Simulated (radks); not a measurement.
Results of a calculation; reference values are marked as such.
Question: Ionisation of Pb71+, [Ne] 3s1, to Pb72+, [Ne], under several functionals. Scalar-relativistic Kohn-Sham, spin-unpolarised, spherical densities, point nucleus; a radial shooting solver on a logarithmic mesh with Libxc functionals. Known Delta-SCF values: exchange-only LDA 9167.3 eV. What does LDA (Slater exchange, VWN5 correlation) give, and what is its highest occupied eigenvalue?

Answer: 9170.3 eV by Delta-SCF; the 3s eigenvalue is -9106.7 eV. NIST: 9150 eV (theoretical).

Beside tabulated values, note that spin-unpolarised runs miss the spin-polarisation part of the exchange energy of open shells, and scalar-relativistic runs lack spin-orbit coupling.
